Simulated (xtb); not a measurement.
xtb input (GFN2-xTB):

```bash
xtb mol.xyz --gfn 2 --ohess tight --chrg -1 --uhf 0
```
mol.xyz:
```
3

B      0.01509359    -0.02472817    -0.02158444
N      1.25787361     0.02869548    -0.01110495
H     -1.27043141     0.00133054     0.01659544
```

End of the output:

```
   ------------------------------------------------------------------------

         :::::::::::::::::::::::::::::::::::::::::::::::::::::
         ::                  THERMODYNAMIC                  ::
         :::::::::::::::::::::::::::::::::::::::::::::::::::::
         :: total free energy          -4.782003033746 Eh   ::
         ::.................................................::
         :: total energy               -4.774520670510 Eh   ::
         :: zero point energy           0.011998246283 Eh   ::
Note: The following floating-point exceptions are signalling: IEEE_DENORMAL
normal termination of xtb
         :: G(RRHO) w/o ZPVE           -0.019480609519 Eh   ::
         :: G(RRHO) contrib.           -0.007482363236 Eh   ::
         :::::::::::::::::::::::::::::::::::::::::::::::::::::

optimized geometry written to: xtbopt.xyz

           -------------------------------------------------
          | TOTAL ENERGY               -4.774520670510 Eh   |
          | TOTAL ENTHALPY             -4.758938585818 Eh   |
          | TOTAL FREE ENERGY          -4.782003033746 Eh   |
          | GRADIENT NORM               0.000175212243 Eh/α |
          | HOMO-LUMO GAP               6.044165819099 eV   |
           -------------------------------------------------

------------------------------------------------------------------------
------------------------------------------------------------------------
 total:
 SCF:
 ANC optimizer:
 analytical hessian:
```
